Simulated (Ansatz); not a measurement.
Stepwise reaction of `FB(F)S` with ammonia, as a gas-phase model of exchange steps in deposition or etching. ΔE in kJ/mol.

Program: Ansatz. Geometries: PBE0-D4/def2-TZVP. ΔE: electronic, gas phase. CCSD(T)/CBS is the MP2 limit (def2-TZVPP, def2-QZVPP) plus CCSD(T) − MP2 in def2-TZVPP, frozen cores. This one scheme is used for every species. Functionals use def2-TZVPP. B3LYP here is the variant with VWN-RPA as its local correlation; programs differ in this. Each species was taken in one conformer, which may not be the lowest.

| step | reaction | PBE-D4 | B3LYP-D4 | ωB97M-V | CCSD(T)/CBS |
| --- | --- | --- | --- | --- | --- |
| 2 | `NB(F)S` + NH₃ → `NB(N)S` + H–F | 50.3 | 53.6 | 53.3 | 46.7 |

Question: Give the row of step 1, `FB(F)S` + NH₃ → `NB(F)S` + H–F. (Best estimate.)

Answer: Computed: 
```
step                         reaction  PBE-D4  B3LYP-D4  ωB97M-V  CCSD(T)/CBS
   1  `FB(F)S` + NH₃ → `NB(F)S` + H–F    30.2      33.2     33.5         29.0
```

Question: By hand: ΔE of the 2 steps together at CCSD(T)/CBS.

Answer: (29.0) + (46.7) = 75.7 kJ/mol, or 37.9 kJ/mol a step.

In ΔE each step is higher than the one before. All are uphill at CCSD(T)/CBS. PBE-D4 differs from CCSD(T)/CBS by 1.2 to 3.6 kJ/mol a step. Isolated molecules leave out the surface, adducts and barriers. Largest T1 diagnostic: 0.013.
